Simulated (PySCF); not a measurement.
A side-by-side comparison of computed properties.

First species: C6H6F4.
SMILES with atom numbers: `[CH2:1]=[C:2](/[CH:3]=[CH:4]/[F:5])[CH2:6][C:7]([F:8])([F:9])[F:10]` (hydrogens: H11, H12 on C1; H13 on C3; H14 on C4; H15, H16 on C6)

Second species: C5H7NO3.
SMILES with atom numbers: `[CH3:1][O:2][C:3](=[O:4])[C@H:5]([C:6]#[N:7])[O:8][CH3:9]` (hydrogens: H10, H11, H12 on C1; H13 on C5; H14, H15, H16 on C9)

Levels: PBE0/def2-SVPD for dipole moment, HOMO energy, LUMO energy, HOMO–LUMO gap, static isotropic polarisability and electronic spatial extent ⟨r²⟩ about the centre of nuclear charge; TDDFT PBE0/def2-SVPD for lowest singlet excitation; TDA PBE0/def2-SVPD for lowest triplet excitation (Tamm–Dancoff); GFN2-xTB for rotational constant A and rotational constant C. Geometries: GFN2-xTB. All species are isolated and taken at one optimised geometry, non-relativistic unless stated; the electronic structure was computed with PySCF and density fitting.

Dipoles, sizes and rotational constants follow the conformer. The torsions of the flexible species, by atom-mapped SMILES:
- `[CH2:1]=[C:2](/[CH:3]=[CH:4]/[F:5])[CH2:6][C:7]([F:8])([F:9])[F:10]`: C1–C2–C3–C4 -178°, C1–C2–C6–C7 92°, C2–C6–C7–F8 -57°
- `[CH3:1][O:2][C:3](=[O:4])[C@H:5]([C:6]#[N:7])[O:8][CH3:9]`: C1–O2–C3–O4 -2°, O2–C3–C5–C6 -64°, C3–C5–O8–C9 -71°

```csv
property,column X,column Y
dipole moment,2.30 D,4.60 D
HOMO energy,-7.07 eV,-8.27 eV
LUMO energy,-1.24 eV,-0.79 eV
HOMO–LUMO gap,5.83 eV,7.48 eV
lowest singlet excitation,5.69 eV,5.68 eV
lowest triplet excitation (Tamm–Dancoff),3.12 eV,5.15 eV
static isotropic polarisability,77.9 au,74.7 au
electronic spatial extent ⟨r²⟩ about the centre of nuclear charge,1584 bohr²,1271 bohr²
rotational constant A,1.966 GHz,2.065 GHz
rotational constant C,0.674 GHz,0.922 GHz
```

**Question.** Which column belongs to which species?

**Answer.** Column X is the first species and column Y the second. The first has 16 atoms and 78 electrons, the second 16 and 68.

**Question.** How does each property change from the first species to the second?

**Answer.** dipole moment +2.30 D; HOMO energy -1.20 eV; LUMO energy +0.45 eV; HOMO–LUMO gap +1.65 eV; lowest singlet excitation -0.01 eV; lowest triplet excitation (Tamm–Dancoff) +2.03 eV; static isotropic polarisability -3.2 au; electronic spatial extent ⟨r²⟩ about the centre of nuclear charge -313 bohr²; rotational constant A +0.099 GHz; rotational constant C +0.248 GHz.

On the first: The principal polarisabilities are 55.8, 74.9 and 103.0 au; their mean is the isotropic value. The polarisability is 11.54 Å³ as a volume (1 au = 0.148185 Å³), or 1.00 au for each of the 78 electrons.

On the second: In wavenumbers S1 is 45800 cm⁻¹ (1 eV = 8065.54 cm⁻¹). A dipole of 4.60 D is allowed in C1, and pure rotational transitions are dipole-allowed.
